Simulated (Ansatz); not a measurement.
Name a neutral molecule of C, N, Si and H with size of the dipole moment (PBE/def2-TZVPP) between 0.80 and 1.10 D and LUMO energy (PBE/def2-TZVPP) between -1.30 and -1.00 eV (Ansatz, PBE0-D4/def2-TZVP geometry).

`[SiH3]C1N[SiH2]1` (0.81 D, -1.19 eV). Other molecules can fit too; these were computed, each in one conformer that needn't be the lowest.
